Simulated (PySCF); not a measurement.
Does the answer move with the share of exact exchange?

Species: C4H7BO.
SMILES: `BCOC1C=C1`

Torsions of this conformer, `[BH2:1][CH2:2][O:3][CH:4]1[CH:5]=[CH:6]1`: B1–C2–O3–C4 180°, C2–O3–C4–C5 91°.

PySCF, def2-SVPD basis, density fitting, gas phase, PBE0-D3(BJ)/def2-SVP geometry; singlet excitations by full TDDFT with frozen cores, triplets by Tamm–Dancoff TDDFT and ionisation energies by ΔSCF, from the lowest of the holes tried. One functional is left out:

```json
{"functional": "LDA", "exact exchange (%)": "0", "HOMO energy (eV)": "-6.06", "LUMO energy (eV)": "-2.64", "lowest singlet excitation (eV)": "3.54", "lowest triplet excitation (eV)": "3.36", "dipole moment (D)": "1.837", "mean polarisability (au)": "69.2", "vertical ionisation energy (eV)": "9.38"}
{"functional": "PBE", "exact exchange (%)": "0", "HOMO energy (eV)": "-5.91", "LUMO energy (eV)": "-2.36", "lowest singlet excitation (eV)": "3.64", "lowest triplet excitation (eV)": "3.47", "dipole moment (D)": "1.758", "mean polarisability (au)": "68.1", "vertical ionisation energy (eV)": "9.21"}
{"functional": "PBE0", "exact exchange (%)": "25", "HOMO energy (eV)": "-7.38", "LUMO energy (eV)": "-1.30", "lowest singlet excitation (eV)": "4.94", "lowest triplet excitation (eV)": "4.46", "dipole moment (D)": "1.746", "mean polarisability (au)": "64.9", "vertical ionisation energy (eV)": "9.44"}
{"functional": "BHandHLYP", "exact exchange (%)": "50", "HOMO energy (eV)": "-8.76", "LUMO energy (eV)": "-0.22", "lowest singlet excitation (eV)": "6.12", "lowest triplet excitation (eV)": "4.40", "dipole moment (D)": "1.727", "mean polarisability (au)": "62.9", "vertical ionisation energy (eV)": "9.51"}
```

Problem. Predict the row of B3LYP (20 % exact exchange) by straight lines through the other rows, and check it.

Solution. 
```
                       property   line  computed  computed − line  PBE0 (25 %), for comparison
               HOMO energy (eV)  -7.10     -7.14            -0.04                        -7.38
               LUMO energy (eV)  -1.57     -1.55            +0.02                        -1.30
 lowest singlet excitation (eV)   4.62      4.70            +0.08                         4.94
 lowest triplet excitation (eV)   3.95      4.51            +0.56                         4.46
              dipole moment (D)  1.765     1.728           -0.037                        1.746
       mean polarisability (au)   66.1      65.7             -0.4                         64.9
vertical ionisation energy (eV)   9.39      9.46            +0.07                         9.44
```
